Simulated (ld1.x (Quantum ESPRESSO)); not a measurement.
## Varying the TM potential for W

Base potential:

```json
{"Element": "W (Z = 74)", "Generator": "ld1.x (Quantum ESPRESSO) 7.5", "Type": "norm-conserving Troullier–Martins (Kleinman–Bylander form)", "Functional": "PBE", "Relativity": "scalar-relativistic", "Frozen core": "[Kr] 4d10 4f14", "Valence charge": "14", "Reference configuration": "5s2 5p6 5d4 6s0 6p0 (charge +2)", "Partial waves": "5p (bound): rc 1.60 bohr; 5d (bound): rc 1.70 bohr; 5s (bound): rc 1.45 bohr", "Local potential": "the s channel", "Core correction": "Bessel-smoothed model core inside 0.80 bohr"}
```

Cutoffs, loose and tight: the cutoffs (Ry, on a coarse ladder) from which the occupation-weighted sum of valence levels, in a spherical-Bessel basis at the reference potential, stays within 10 and 1 mRy of its value at 400 Ry. They do not see the model core or the augmentation charge, which bear on the density cutoff. Test errors are all-electron minus pseudo excitation energies from the reference, over the configurations 5s2 5p6 5d4 6s2 6p0; 5s2 5p6 5d4 6s1 6p0; 5s2 5p6 5d3 6s0 6p0; 5s1 5p6 5d4 6s2 6p0; 5s2 5p6 5d2 6s0 6p0; 5s2 5p6 5d4 6s0 6p1; 5s2 5p5 5d4 6s2 6p0. A dash means not determined; rows that change the core or the reference have their own tests.

On the changes marked as counting shells twice: ld1.x takes every shell without a wave as core, so the model core holds the marked electrons as well and exchange and correlation see them twice. This cancels in the reference configuration, but the file is broken for other ones, and its errors say nothing about a proper core correction.

```csv
change,outcome,"cutoff, loose","cutoff, tight",bound ghosts,largest test error (meV)
base,generated,80 Ry,120 Ry,none,+1686
core correction none,generated,80 Ry,120 Ry,none,+1744
type TM semilocal; local potential the d channel,generated,80 Ry,120 Ry,none,+1691
wave 5p (bound): rc 1.60 bohr becomes 5p (bound): rc 1.56 bohr,generated,80 Ry,120 Ry,none,+1687
wave 5s (bound): rc 1.45 bohr becomes 5s (bound): rc 2.02 bohr,generated,50 Ry,90 Ry,none,+11266
"all radii but the core radius scaled by about 1.29 (s 1.88, p 2.06, d 2.20 bohr)",generated,35 Ry,55 Ry,none,+8442
reference 5s2 5p6 5d4 6s2 6p0 (6s counted twice),"generated, misses its reference levels by 0.58 eV",80 Ry,120 Ry,none,-3187
"all radii but the core radius scaled by about 1.17 (s 1.70, p 1.88, d 1.98 bohr)",generated,50 Ry,70 Ry,none,+4998
local potential all-electron potential smoothed inside 1.15 bohr (lloc = -2),generated,80 Ry,120 Ry,none,+1589
"all radii but the core radius scaled by about 0.95 (s 1.38, p 1.52, d 1.60 bohr)",generated,90 Ry,140 Ry,none,+1111
```
